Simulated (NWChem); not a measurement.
System: AlHOBrCl; SMILES [OH][Al]([Cl])[Br]

The following NWChem deck was run.

```
start job
memory heap 200 mb stack 900 mb global 1100 mb
geometry units angstroms noautoz
  Al     0.460964    -0.670445     0.000000
  Cl    -1.006298    -2.164915     0.000000
  Br    -0.124178     1.506475     0.000000
  O      2.086331    -1.185844     0.000000
  H      2.831861    -0.564502     0.000000
end
basis spherical
  Al library pcseg-1
  Cl library pcseg-1
  Br library pcseg-1
  O library pcseg-1
  H library pcseg-1
end
dft
  xc hfexch
  iterations 150
  mulliken
end
task dft energy
```

The geometry was optimised at PBE-D3(BJ)/def2-SVP.

Task: What results follow from this input? (Hartree-Fock/pcseg-1.) Quantities: basis functions; energy (Ha); highest occupied level (eV); orbital gap (eV); dipole (D).

Result: 
- number of basis functions = 82
- energy (Ha) = -3349.08
- highest occupied level (eV) = -12.02
- orbital gap (eV) = 13.80
- dipole (D) = 2.18
